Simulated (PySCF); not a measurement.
Question: Write Cartesian coordinates for InChI=1S/C6H9FO/c7-5-3-1-2-4-6(5)8/h5H,1-4H2/t5-/m1/s1 as optimised with PBE0-D3(BJ)/def2-SVP.

Answer: 
```
atom  x, y, z in Å
O1    -0.3747    2.3770    1.0736
C2    -0.1026    1.4432    0.3614
C3    -1.0895    0.7141   -0.5126
C4    -1.1367   -0.7686   -0.1141
C5     0.2506   -1.4034   -0.0971
C6     1.2191   -0.6206    0.7856
C7     1.2952    0.8293    0.3395
F8     1.7572    0.8694   -0.9658
H9    -2.0700    1.2018   -0.4246
H10   -0.7430    0.8018   -1.5565
H11   -1.5915   -0.8515    0.8888
H12   -1.8012   -1.3143   -0.8020
H13    0.1872   -2.4471    0.2475
H14    0.6555   -1.4339   -1.1221
H15    0.8865   -0.6393    1.8382
H16    2.2298   -1.0582    0.7593
H17    1.9639    1.4375    0.9678
```

Orientation and origin are arbitrary. Atoms count from 1 in this order. The C–C distances run from 1.507 Å (C2–C3, drawn single) to 1.536 Å (C3–C4, drawn single), a spread of 0.029 Å. The 6-membered ring C2–C3–C4–C5–C6–C7 has internal angles of 109.5° to 113.4° (sum 667°, against 720° for a flat polygon); it is puckered, 0.23 Å rms from its mean plane, widest ring torsion 58°. Of the pairs four or more bonds apart, F8···H14 is among the closest relative to their van der Waals radii: 2.56 Å, 96 % of the sum of Bondi's values.

Bonds between heavy atoms (Å): O1=C2 1.206, C2–C3 1.507, C3–C4 1.536, C4–C5 1.526, C5–C6 1.526, C6–C7 1.519, C7–F8 1.385, C2–C7 1.527.

Level of theory: PySCF 2.14.0, PBE0-D3(BJ)/def2-SVP geometry optimisation, gas phase.

Point group: C1 (no symmetry element, even within 0.4 Å). No PBE0-D3(BJ)/def2-SVP frequencies stand behind this structure, so it isn't proved a minimum. The numbers are those of one conformer (O1–C2–C3–C4 -121°, C2–C3–C4–C5 -53°, C3–C4–C5–C6 54°, C4–C5–C6–C7 -56°).
